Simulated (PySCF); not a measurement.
C2F4O.
Atom-mapped SMILES: `[O:1]=[C:2]([F:3])[C:4]([F:5])([F:6])[F:7]`

Level: wB97X-D/def2-SVPD in PySCF, non-relativistic, on one gas-phase PBE0-D3(BJ)/def2-SVP geometry that isn't relaxed in the solvent. The solvent is an IEF-PCM continuum (cavity from Bondi-type radii × 1.2). The model holds no explicit solvent molecules, cavitation or dispersion.

Gas phase at wB97X-D/def2-SVPD: HOMO -12.22 eV, LUMO -0.11 eV, dipole 0.76 D.

What does the continuum do to the energy, the frontier levels and the dipole at wB97X-D/def2-SVPD in benzene and chloroform?

| solvent | ε | E(solvent) − E(gas) (kcal/mol) | polarisation term (kcal/mol) | distortion of the solute (kcal/mol) | HOMO (eV) | LUMO (eV) | dipole (D) |
| --- | --- | --- | --- | --- | --- | --- | --- |
| benzene | 2.271 | -0.95 | -0.98 | 0.03 | -12.17 | -0.02 | 0.85 |
| chloroform | 4.711 | -1.56 | -1.66 | 0.10 | -12.15 | 0.03 | 0.90 |

The first energy column is the sum of the next two and covers electrostatics alone. From benzene to chloroform the lowering changes by a factor 1.64, Onsager's factor (ε − 1)/(2ε + 1) by 1.55 and ε itself by 2.1.

How does the static polarisability (wB97X-D/def2-SVPD, frozen core, with the continuum's full static response) change?

```
    medium  isotropic (au)  principal values (au)  ⟨r²⟩ of the electrons (bohr²)
       gas            31.2       26.6, 31.4, 35.5                          578.4
   benzene            34.0       28.8, 34.0, 39.1                          578.7
chloroform            35.7       30.3, 35.6, 41.4                          578.8
```

The isotropic value in chloroform is 1.15 times the gas-phase one; no cavity-field correction is applied. ⟨r²⟩ is taken about the centre of nuclear charge.

Shape of the structure used: `[O:1]=[C:2]([F:3])[C:4]([F:5])([F:6])[F:7]`: O1–C2–C4–F5 -123°.

Note: wB97X-D ran without an empirical dispersion term, which enters the total energy and its gradient alone.
